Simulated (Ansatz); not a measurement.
`O[Si](O)(Cl)[SiH](F)Cl`, charge 0, multiplicity 1.

Question: Give a relaxed structure at PBE0-D4/def2-TZVP (Ansatz). (An estimate is asked.)

Answer: Ansatz gave: 
Z-matrix (Å, degrees):
```
Si
O 1 1.634
Cl 1 2.060 2 107.9
O 1 1.623 2 109.0 3 -122.1
Si 1 2.340 2 113.6 3 120.1
H 2 0.959 1 118.2 3 -32.2
H 4 0.960 1 119.5 2 52.2
F 5 1.598 1 107.7 2 -52.5
Cl 5 2.041 1 109.7 2 -170.2
H 5 1.480 1 115.4 2 67.5
```
This is one stationary point; other conformers may exist.
